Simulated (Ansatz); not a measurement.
A geometry relaxed with Ansatz (a first-principles code) with B3LYP-D3(BJ)/def2-TZVP, charge 0, multiplicity 2:

```xyz
4

Si    -0.0566     0.0153     0.3906
F      1.4223    -0.3844    -0.1071
H     -1.0032    -1.0007    -0.1417
H     -0.3625     1.3698    -0.1417
```

**Question.** Write the SMILES of this molecule.

**Answer.** `F[SiH2]`
